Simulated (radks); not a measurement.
Results of a calculation; reference values are marked as such.
Q: Species: V+. Configuration: [Ar] 3d4 (the NIST ground configuration). Code: a radial shooting solver on a logarithmic mesh with Libxc functionals. Model: scalar-relativistic Kohn-Sham, LDA (Slater exchange, Perdew-Wang correlation), spin-polarised, spherical densities, point nucleus; open shells are filled with parallel spins first. Some entries of the table are withheld. Estimate them.

orbital  occ.  eigenvalue (hartree)  <r> (bohr)
1s down     1             -196.7389     0.06657
1s up       1             -196.7384     0.06657
2s up       1             -22.16573      0.3092
2s down     1             -22.12121      0.3088
2p up       3             -18.55328      0.2746
2p down     3             -18.51870      0.2742
3s up       1              -2.70908         (1)
3s down     1              -2.59056         (2)
3p up       3                   (3)       1.031
3p down     3                   (4)       1.034
3d up       4                   (5)       1.515
3d down     0                   (6)       1.662

A: 
(1) 3s up <r> (bohr): 0.9574
(2) 3s down <r> (bohr): 0.9588
(3) 3p up eigenvalue (hartree): -1.76478
(4) 3p down eigenvalue (hartree): -1.64788
(5) 3d up eigenvalue (hartree): -0.36935
(6) 3d down eigenvalue (hartree): -0.26534
